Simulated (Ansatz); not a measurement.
A structure relaxed at PBE-D4/def2-SVP in Ansatz, charge 0, singlet:

```csv
atom,x (Å),y (Å),z (Å)
Te1,-0.288,1.179,-3.875
Cd2,-0.955,-1.525,-3.158
Cd3,3.470,-0.767,-0.079
Te4,1.072,-2.222,-0.700
Te5,-3.466,-0.979,-1.867
Cd6,0.248,-2.958,1.950
Cd7,0.108,3.148,-1.816
Te8,1.947,1.621,0.403
Te9,-2.539,3.088,-0.695
Cd10,-3.535,0.665,0.492
Cd11,1.191,1.169,3.137
Te12,-1.050,-0.421,2.301
H13,3.168,0.102,-2.906
H14,1.335,0.911,-4.223
H15,-0.490,-2.961,-3.965
H16,3.919,-0.072,-2.886
H17,5.116,-1.161,-0.013
H18,1.794,-3.676,-1.134
H19,-3.633,-2.463,-1.095
H20,-2.292,-3.579,0.549
H21,-2.212,-4.214,0.979
H22,0.454,-4.332,2.921
H23,1.201,4.466,-1.834
H24,3.236,2.660,0.688
H25,-2.177,3.892,0.737
H26,-0.713,3.373,2.560
H27,-4.590,0.519,1.833
H28,1.820,1.640,4.638
H29,-0.430,3.603,3.239
H30,-1.711,-0.705,3.819
```

(1) Give its formula and point group.

(2) Summarise the bond lengths by kind (pairs closer than 1.2 times the sum of covalent radii, bridged metal pairs left out).

Answers

(1) Cd6Te6H18. Point group C3v (tolerance 0.1 Å).

(2) 15 × Cd–Te 2.87 to 3.26 Å; 6 × H–Te 1.68 Å; 6 × Cd–H 1.69 to 1.71 Å.

In the def2 sets Cd, Te take a core potential; there is no spin–orbit coupling. Single mean-field runs in def2-SVP are fitted with def2-universal-jkfit. In the singlet geometry the species has come apart into loosely held pieces. In the singlet, H20 and H21 lie 0.77 Å apart, H26 and H29 lie 0.77 Å apart, H13 and H16 lie 0.77 Å apart (atoms count from 1), so H2 has formed as a molecule.
